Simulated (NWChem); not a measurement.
# CH5FO2Si; SMILES O[SiH](O)CF

```xyz
10

O      1.5066    -0.8187    -0.3147
Si     0.0209    -0.4531     0.3309
O     -1.0581    -1.6123    -0.1480
C     -0.6822     1.1529    -0.3555
F      0.1083     2.2037     0.0826
H      2.2816    -0.5377     0.1788
H      0.1601    -0.3477     1.8153
H     -0.7895    -2.5309    -0.0558
H     -0.6920     1.1411    -1.4600
H     -1.7218     1.3171    -0.0199
```
Atoms are numbered in this order, from 1.

Computed with NWChem. Pople sets run with spherical d functions. Coordinates come from a PBE0/def2-SVP optimisation. Level M06-2X/6-31G*: energy and gradient on several grids; changes count from the extra-fine grid, which is no exact limit either.

Question: Which is the coarsest grid (coarse; medium; xcoarse; fine; xfine) from which on the energy stays within 100 μHa and each gradient component within 200 μHa/bohr of xfine?

Answer: fine.
```json
[
 {"grid": "xcoarse", "size of the energy change (μHa)": "20000", "largest change of a gradient component (μHa/bohr)": "3000", "time, medium = 1 (rough)": "about 1"},
 {"grid": "coarse", "size of the energy change (μHa)": "2000", "largest change of a gradient component (μHa/bohr)": "400", "time, medium = 1 (rough)": "about 1"},
 {"grid": "medium", "size of the energy change (μHa)": "200", "largest change of a gradient component (μHa/bohr)": "400", "time, medium = 1 (rough)": "about 1"},
 {"grid": "fine", "size of the energy change (μHa)": "< 10", "largest change of a gradient component (μHa/bohr)": "100", "time, medium = 1 (rough)": "about 1"},
 {"grid": "xfine", "size of the energy change (μHa)": "< 10", "largest change of a gradient component (μHa/bohr)": "< 30", "time, medium = 1 (rough)": "3"}
]
```
